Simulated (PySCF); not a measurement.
How methods differ on the fine-structure interval of Xe⁺

Xe⁺ [Kr] 4d10 5s2 5p5 [5p1/2^2 5p3/2^3, M_J = 3/2] → Xe⁺ [Kr] 4d10 5s2 5p5 [5p1/2^1 5p3/2^4, M_J = 1/2], as a difference of total energies. Calculation: PySCF 2.14, in x2c-TZVPall-2c with one added diffuse shell each of s, p, d, f type (9s10p6d3f, 90 functions); the two-component X2C-1e Hamiltonian. Correlated levels: [Ar] 3d10 frozen; the 6 highest virtual spinors dropped. "Screened" scales the spin-orbit matrix elements by Boettger's factors to mimic the two-electron term; Breit and QED terms are absent.

| method | fine-structure interval (cm⁻¹) |
| --- | --- |
| GHF (screened spin-orbit) | 10138 |
| GMP2 (screened spin-orbit) | 10951 |
| GHF (bare spin-orbit) | 10549 |

Errors of the correlated levels include the incompleteness of this basis and the frozen core.

For comparison: 10537 cm⁻¹ (measured; NIST Handbook of Basic Atomic Spectroscopic Data (Sansonetti and Martin, J. Phys. Chem. Ref. Data 34, 1559 (2005))).
